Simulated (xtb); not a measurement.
xtb input:

```bash
xtb mol.xyz --gfn 1 --opt tight --chrg 0 --uhf 0
```
mol.xyz:
```
5

Cl    -1.64709575    -0.81150088    -0.87490151
C     -0.35817072    -0.14289256     0.13857595
Cl    -0.84722004    -0.18360884     1.83995020
Br    -0.00292953     1.71220875    -0.39513723
Br     1.27585503    -1.20437388    -0.09735658
```

**Question.** What final total energy does it print?

**Answer.** -18.35591 Eh (GFN1-xTB).
